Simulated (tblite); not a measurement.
F₃Y, charge +1, doublet, geometry from GFN2-xTB (such geometries of metal compounds can be far from the true shape) (the multiplicity is a formal guess); GFN1-xTB (tblite).

tblite was given this input:
```
$ tblite run mol.xyz --method gfn1 --charge 1 --spin 1 --json tblite.json --no-restart

# file mol.xyz
4

Y      0.08807380    -0.18615281    -0.44359134
F     -1.56664865    -0.60685022     0.72245082
F     -0.12233149     1.82469186    -0.01117909
F      1.30732700    -0.41117949     1.21095743
```

Output, abridged:

```
xTB calculator
 | screened Coulomb repulsion
 | Coulomb electrostatics
 |  * isotropic Klopman-Ohno-Mataga-Nishimoto electrostatics
 |  * onsite third-order electrostatics
 | DFT-D3(BJ) dispersion correction

halogen bonding energy    0.0000000000000E+00 Eh
repulsion energy          4.8640766455544E-03 Eh
dispersion energy        -5.7493409270555E-04 Eh
number of electrons       2.3000000000000E+01 e
integral cutoff           4.0000000000000E+01 bohr

------------------------------------------------------------
  cycle        total energy    energy error   density error
------------------------------------------------------------
      1     -14.84064310980  -1.4844932E+01   8.1921365E-01
      2     -15.82271927080  -9.8207616E-01   3.3080832E-01
      3     -15.80086789294   2.1851378E-02   2.3259155E-01
      4     -14.76140729972   1.0394606E+00   6.7113490E-01
      5     -15.38694299954  -6.2553570E-01   3.8139585E-01
      6     -15.84092353446  -4.5398053E-01   5.4930452E-03
      7     -15.83799167636   2.9318581E-03   2.9787301E-02
      8     -15.83833772445  -3.4604809E-04   2.7301952E-02
      9     -15.83942487468  -1.0871502E-03   2.0851790E-02
     10     -15.83951508626  -9.0211587E-05   2.0222297E-02
     11     -15.84029164844  -7.7656218E-04   1.3844371E-02
     12     -15.84078495869  -4.9331026E-04   7.5691011E-03
     13     -15.84081320906  -2.8250369E-05   6.9774448E-03
     14     -15.84083969932  -2.6490259E-05   6.1666722E-03
     15     -15.84089325268  -5.3553354E-05   3.7433829E-03
     16     -15.84091915416  -2.5901486E-05   1.5378971E-03
     17     -15.84092425239  -5.0982231E-06   2.4737701E-04
     18     -15.84092438552  -1.3313826E-07   1.0276438E-06
------------------------------------------------------------

electronic energy        -1.5845213528077E+01 Eh
total energy             -1.5840924385524E+01 Eh

Post processing:
 | Mayer-Wiberg bond orders

[Info] JSON dump of results written to 'tblite.json'
```
